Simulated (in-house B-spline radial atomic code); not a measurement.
# Removing one electron from the nickel ion Ni²⁶⁺

Closed shell 1s2. Computed with an all-electron radial atomic-structure program (B-spline basis): Koopmans values of Dirac-Hartree-Fock plus a diagonal self-energy, in second order or with its direct term screened (direct RPA, with the hole-particle interaction, or full time-dependent Hartree-Fock), linearised in energy; no-pair Dirac-Coulomb Hamiltonian, finite nucleus. Shifts add to the Koopmans value (the ΔSCF shift is orbital relaxation alone); the final value takes TDHF screening with Breit and QED.

Command:
```bash
python run_mb.py task.json out
```
Settings (nuclear radius in fm, box in bohr, cutoff in hartree):
```
basis_form          2
Z                   28
core_configuration  1s2
rms_radius          3.7757
mass_number         58
speed_of_light      137.036
box_radius          3.931
lmax                7
intervals           59
virtual_cutoff      3136.0
```

Run time, properties included: 0.6 s on 1 thread of AMD EPYC 7R43 64-Core Processor, with other jobs on the host.

Energies in eV:

| subshell | Koopmans | ΔSCF shift | second order | direct RPA | hole-particle | TDHF | Breit + QED | final |
| --- | --- | --- | --- | --- | --- | --- | --- | --- |
| 1s1/2 | 10301.49 | -1.567 | ? | ? | ? | ? | ? | ? |

(1) What does the self-energy do to 1s1/2?

Results:

(1) It shifts the removal energy by -0.438 eV in second order, -0.387 with direct RPA, -0.453 with the hole-particle term and -0.463 with TDHF screening (quasi-particle weight 1.000); Breit and QED add -12.560 eV. The final value is 10288.47 eV, against 10288.885 ± 0.001 eV (NIST, tabulated theory). Recoil and two-electron QED terms are left out.
